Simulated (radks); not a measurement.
Spherical quantum dot in the effective-mass picture: electrons in a well V = -V0 / (1 + exp((r - R)/a)) with V0 = 5.69, R = 8.38, a = 0.32, all in effective atomic units (hartree* = m*/eps^2 hartree, bohr* = eps/m* bohr), one dielectric constant everywhere. Method: non-relativistic Kohn-Sham, PBEsol, spin-polarised, spherical densities; computed with a radial shooting solver with Libxc functionals. Levels are named by radial order and angular momentum (1s, 1p, 1d, 2s, ...), and open shells are averaged over m. Results are scaled to m* = 0.026 and eps = 6.8, for which hartree* = 15.3 meV and bohr* = 13.84 nm.

N = 12, configuration 1s2 1p6 1d(up 4, down 0). This is the lowest configuration that the search found. Occupied levels:

level,occupation,eigenvalue (meV),<r> (nm)
1s up,1,-59.041,78.86
1s down,1,-58.639,78.02
1p up,3,-58.497,80.80
1p down,3,-58.079,80.25
1d up,4,-57.511,82.85

Energy (meV): total -861.090, kinetic 32.703, external -1034.2, Hartree 173.57, exchange-correlation -33.172.

Electron density:

r (nm),n(r) (e/nm^3)
7.43,9.020e-08
19.8,1.800e-07
32.2,4.333e-07
44.7,9.999e-07
57.1,2.017e-06
69.5,3.296e-06
81.9,3.820e-06
94.3,2.405e-06
107,4.267e-07
119,7.992e-09
132,2.874e-11
